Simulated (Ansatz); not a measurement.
Cost and result for the atomization energy of CH₆AlNSi, SMILES `[SiH3][N]1[CH2][AlH]1` (10 atoms, 10 bonds).

Z-matrix (Å, degrees):
```
Si
N 1 1.707
H 1 1.493 2 111.7
H 1 1.493 2 111.6 3 119.4
H 1 1.488 2 109.0 3 -120.3
C 2 1.531 1 123.6 3 -59.8
Al 2 1.743 1 165.7 3 120.1
H 6 1.092 2 114.1 1 -64.4
H 6 1.092 2 114.1 1 64.4
H 7 1.568 2 144.6 1 0.2
```

The species carries charge 0 and has multiplicity 1. The geometry is a stationary point of PBE0-D4/def2-TZVP. Program: Ansatz. All runs use 2 threads of an Arm Neoverse V1 on a shared host. Times are those of one run each, without the atoms' runs, and a repeat can differ threefold. Electronic energies, without spin–orbit coupling; frozen cores. CCSD(T)/CBS adds CCSD(T) − MP2 in def2-TZVPP to the MP2 limit, and its time is that of the two runs behind it. T1 = 0.014. HSE06 is the plane-wave form, built on full-range PBE exchange.

CCSD(T)/CBS is a level of theory with its own doubt, some kJ/mol a heavy atom from the limit and from the frozen cores, so smaller differences don't rank the functionals.

```csv
level,functions,wall time,atomization (kcal/mol),difference from CCSD(T)/CBS,per bond
LDA (SPW92)/def2-TZVPP,230,2.1 s,865.3,98.7,9.9
revPBE-D4/def2-TZVPP,230,3.4 s,755.7,-10.9,-1.1
BLYP-D4/def2-TZVPP,230,3.4 s,763.8,-2.8,-0.3
CCSD(T)/def2-SVP,94,3.9 s,713.6,-53.0,-5.3
PBE0-D4/def2-TZVPP,230,4.8 s,760.8,-5.8,-0.6
HSE06-D4/def2-TZVPP,230,4.9 s,761.4,-5.2,-0.5
CAM-B3LYP-D4/def2-TZVPP,230,5.5 s,770.1,3.5,0.4
r2SCAN-D4/def2-TZVPP (with forces),230,8 s,765.9,-0.7,-0.1
PBE-QIDH/def2-TZVPP,230,8.5 s,756.9,-9.7,-1.0
ωB97M-V/def2-TZVPP (with forces),230,19 s,769.2,2.6,0.3
MP2/def2-QZVPP,434,32 s,764.8,-1.8,-0.2
CCSD(T)/def2-TZVPP,230,110 s,743.7,-22.9,-2.3
CCSD(T)/CBS(def2),–,2.4 min,766.6,0.0,0.0
```

The D4 term adds +8.0 kcal/mol with B3LYP and +4.2 kcal/mol with PBE0; it sums over pairs of atoms, weighted by their polarisabilities, and B3LYP, whose exchange is more repulsive, gets the larger term. In def2-TZVPP, CCSD(T) changes the Hartree–Fock value by +198.0 kcal/mol (the triples alone add +11.2 kcal/mol) and MP2 by +205.2 kcal/mol; breaking electron pairs costs correlation energy, which Hartree–Fock lacks. From r2SCAN to r2SCAN0 (25 % exact exchange), in def2-TZVPP and without D4, the atomization energy moves by −11.1 kcal/mol: exact exchange takes away binding that semilocal exchange gives to molecules.

B3LYP here is the variant with VWN-RPA as its local correlation; programs differ in this.
